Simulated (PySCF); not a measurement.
**Computed properties of BiH2F, SMILES [F][BiH2]**

BiH2F, SMILES [F][BiH2]. The structure is a stationary point at B3LYP-D3(BJ)/def2-TZVP. The def2 effective core potentials stand for the cores of Bi; spin–orbit coupling is left out. Other conformers were not sampled. All values are computed for the isolated molecule unless a solvent is named; none is compared with measurement here.

**Structure.** The optimised structure has Cs symmetry. All 6 harmonic modes at B3LYP-D3(BJ)/def2-TZVP (PySCF) are real, so it is a minimum.

**Vibrations.** The strongest infrared lines (harmonic, unscaled, degenerate partners summed) lie at 1784 cm⁻¹ (269 km/mol, H 99 %), 1779 cm⁻¹ (247 km/mol, H 99 %), 538 cm⁻¹ (82 km/mol, F 91 %, Bi 8 %). The softest mode is at 538 cm⁻¹ and the zero-point energy is 8.6 kcal/mol.

**Electronic structure.** PBE0/def2-TZVPD (PySCF) places the frontier levels at -8.11 and -1.83 eV, a gap of 6.28 eV, and gives a dipole moment of 3.48 D and a mean polarisability of 47.6 bohr³.

**Excitations.** TDDFT-PBE0/def2-TZVPD (PySCF) has S1 at 4.86 eV (255 nm, f = 0.012, weak); the most intense of the 10 singlets computed lies at 7.76 eV (f = 0.38). T1 (TDA) is at 4.19 eV. No vertical singlet excitation falls in the visible range (under 3.1 eV).
